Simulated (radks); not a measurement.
Question: The mean radii <r> (bohr) of the occupied orbitals of an atom or ion are listed with their occupations. All-electron calculation, Dirac Kohn-Sham, BLYP, spin-unpolarised, spherical densities, finite nucleus; Fermi nuclear charge, rms radius of each element as measured or else 0.836 A^(1/3) + 0.57 fm. Program: a radial shooting solver on a logarithmic mesh with Libxc functionals.

| orbital | occ. | <r> |
|---|---|---|
| 1s1/2 | 2 | 0.04551 |
| 2s1/2 | 2 | 0.2014 |
| 2p1/2 | 2 | 0.1737 |
| 2p3/2 | 4 | 0.1773 |
| 3s1/2 | 2 | 0.5312 |
| 3p1/2 | 2 | 0.5214 |
| 3p3/2 | 4 | 0.5278 |

Name the element and its charge. Open shells, if any, fill j = l - 1/2 first.

Answer: Z = 33, arsenic, charge +15: As15+ in [Ar]. The 1s radius gives Z: for a bare nucleus <r> = (2 gamma + 1)/(2Z) with gamma = sqrt(1 - (Z/c)^2), 0.04456 bohr for Z = 33, and screening makes it slightly larger (0.04551 here). The occupations add up to 18, and the charge is Z minus that.
